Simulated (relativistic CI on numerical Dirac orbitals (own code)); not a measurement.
# Radial parameters of Rh²⁴⁺

These numbers are calculated, not measured: Dirac-Coulomb-Breit CI, KLI orbitals optimised for each configuration, model QED, unscaled Slater integrals (own radial code, finite nucleus).

Slater integrals F^k, G^k are unscaled and averaged over j, outside the closed core [Ne]; ζ comes from projecting the Hamiltonian with its Breit term on Σ l·s of the shell.

- 3s2.3p6.3d3: F^2(3d,3d) = 315510, F^4(3d,3d) = 203170, ζ(3d) = 19862 cm⁻¹; <r>(3d) = 0.3216, <r^2>(3d) = 0.1205 (bohr units).
- 3s2.3p5.3d4: ζ(3p) = 160230, F^2(3d,3d) = 314700, F^4(3d,3d) = 202630, F^2(3p,3d) = 279340, G^1(3p,3d) = 306780, G^3(3p,3d) = 202240, ζ(3d) = 19550 cm⁻¹; <r>(3p) = 0.3562, <r^2>(3p) = 0.1464, <r>(3d) = 0.3223, <r^2>(3d) = 0.121 (bohr units).
- 3s.3p6.3d4: F^2(3d,3d) = 314370, F^4(3d,3d) = 202410, G^2(3s,3d) = 231360, ζ(3d) = 19726 cm⁻¹; <r>(3s) = 0.3633, <r^2>(3s) = 0.1504, <r>(3d) = 0.3226, <r^2>(3d) = 0.1213 (bohr units).

Q: Give the Racah parameters of the d shell in 3s2.3p6.3d3.

A: B = F²/49 − 5F⁴/441 = 4136 cm⁻¹ and C = 35F⁴/441 = 16125 cm⁻¹.

Averages of the first 10 configurations, taken without configuration mixing, which lowers the lowest level and can move excited configurations by several eV; other configurations of the list can lie among them:

```tsv
Configuration	Parity	States	Average energy above the lowest level (eV)
3s2.3p6.3d3	even	120	17.2
3s2.3p5.3d4	odd	1260	183.3
3s.3p6.3d4	even	420	308.3
3s2.3p6.3d2.4s	even	90	496.9
3s2.3p6.3d2.4p	odd	270	541.0
3s2.3p6.3d2.4d	even	450	603.5
3s2.3p6.3d2.4f	odd	630	659.0
3s2.3p5.3d3.4s	odd	1440	657.9
3s2.3p5.3d3.4p	even	4320	702.2
3s2.3p6.3d.4s.4p	odd	120	1039.2
```
